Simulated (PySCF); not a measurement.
PySCF job for 3-ethenylsiletane (C5H10Si), SMILES C1(C=C)C[SiH2]C1, IEF-PCM-PBE0/def2-SVP. Coordinates come from a PBE0-D3(BJ)/def2-SVP optimisation. One conformer was computed; it need not be the lowest.

```python
import numpy as np
from pyscf import gto, scf, dft
from pyscf.solvent import pcm

mol = gto.M(
    atom='''
    C     2.95137508   -0.25389767   -0.00000000
    C     1.78708810    0.39695026    0.00000000
    C     0.43591970   -0.23894733    0.00000001
    C    -0.49424176    0.14525459   -1.19184765
    Si   -1.94911852   -0.08703951   -0.00000000
    C    -0.49424176    0.14525459    1.19184765
    H     2.99110444   -1.34829579    0.00000000
    H     3.90632625    0.27815145   -0.00000000
    H     1.78704843    1.49613801    0.00000000
    H     0.56204908   -1.33578859   -0.00000000
    H    -0.37323075    1.21360617   -1.44052198
    H    -0.36768543   -0.44142075   -2.11190903
    H    -3.08237921    0.88980500    0.00000000
    H    -2.51005352   -1.47351436   -0.00000000
    H    -0.36768543   -0.44142075    2.11190903
    H    -0.37323074    1.21360616    1.44052198
    ''',
    basis='def2-SVP',
    charge=0,
    spin=0,
    max_memory=1600,
    verbose=3,
)
mf = dft.RKS(mol, xc='pbe0').density_fit(auxbasis='def2-universal-jkfit')
mf.grids.level = 3
mf.conv_tol = 1e-9
mf.max_cycle = 100
mf.kernel()
res = {}
for name, eps in {'water': 78.355, 'N,N-dimethylformamide': 37.219, 'acetonitrile': 35.688}.items():
    s = mf.PCM()
    s.with_solvent.method, s.with_solvent.eps, s.with_solvent.lebedev_order = 'IEF-PCM', eps, 17
    s.kernel(mf.make_rdm1())
    res[name] = (s.e_tot, eps, s.dip_moment(), s.mo_energy, s.converged)
    print(f'{name}: electrostatic solvation free energy {(s.e_tot - mf.e_tot) * 627.509474:.3f} kcal/mol')
```

Output:

```
converged SCF energy = -485.401775487661

WARN: PCM is an experimental feature. It is still in testing.
Features and APIs may be changed in the future.

converged SCF energy = -485.404341380243
Dipole moment(X, Y, Z, Debye):  0.13536,  0.29894,  0.00000
water: electrostatic solvation free energy -1.610 kcal/mol

WARN: PCM is an experimental feature. It is still in testing.
Features and APIs may be changed in the future.

converged SCF energy = -485.404274874572
Dipole moment(X, Y, Z, Debye):  0.13593,  0.29464,  0.00000
N,N-dimethylformamide: electrostatic solvation free energy -1.568 kcal/mol

WARN: PCM is an experimental feature. It is still in testing.
Features and APIs may be changed in the future.

converged SCF energy = -485.404269513569
Dipole moment(X, Y, Z, Debye):  0.13597,  0.29430,  0.00000
acetonitrile: electrostatic solvation free energy -1.565 kcal/mol
```

The calculation finished and met its thresholds.

Cost: roughly 2.2 core-minutes.
